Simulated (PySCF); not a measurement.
RbF₂⁻: bend–stretch map

All numbers come from PBE0 in PySCF with Rb def2-TZVPD with ECP28, F def2-TZVPD; scalar-relativistic core potentials, no spin–orbit coupling; density-fitted integrals.

Rigid scan from the singlet minimum (Rb–F 2.545 Å (×2); F–Rb–F 180.0°). Coordinate: rows scale both bonds, columns set the F–Rb–F angle. Energies in kJ/mol from the minimum.

```tsv
scale \ angle	90	105	120	135	150	165	180
0.94	68.3	41.1	26.1	?	?	12.2	11.6
0.97	62.9	35.6	19.3	10.1	4.7	3.1	2.6
1.00	63.2	35.8	18.7	8.7	2.7	0.6	0.0
1.03	67.6	40.3	22.5	?	5.5	3.0	2.2
1.06	74.9	47.7	29.5	18.3	?	8.9	?
1.10	87.7	60.8	42.2	30.4	23.7	20.5	19.4
```

Q: Fill in the five missing cells, row by row.

A: 17.8, 13.0, 11.8, 11.8, 8.0.

The bond scale of lowest energy on the grid is 0.97 at 90°, 0.97 at 105°, 1.00 at 120°, 1.00 at 135°, 1.00 at 150°, 1.00 at 165°, 1.00 at 180°.

Other isomers or separated fragments may lie lower.
